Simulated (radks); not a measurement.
Values are calculated unless marked as measured or tabulated.
Task: All-electron atom: As IV in [Ar] 3d10 4d2 (not the ground configuration). Code: a radial shooting solver on a logarithmic mesh with Libxc functionals. Model: Dirac Kohn-Sham, XLYP, spin-unpolarised, spherical densities, finite nucleus; open shells fill j = l - 1/2 first; Fermi nuclear charge, rms radius 4.0968 fm.

Spin-orbit splittings of the eigenvalues, e(l+1/2) - e(l-1/2), with zeta = 2 splitting/(2l+1) and mean radii in bohr:

shell  occ.  splitting (eV)  zeta (eV)  <r> j=l-1/2  <r> j=l+1/2
2p        6               ?          ?       0.1746       0.1783
3p        6           5.045      3.364       0.6087       0.6192
3d       10          0.7416     0.2966       0.6640       0.6683
4d        2         0.05761    0.02305        2.653        2.661

Estimate the 2p splitting.

Result: 36.62 eV (zeta = 24.42 eV).
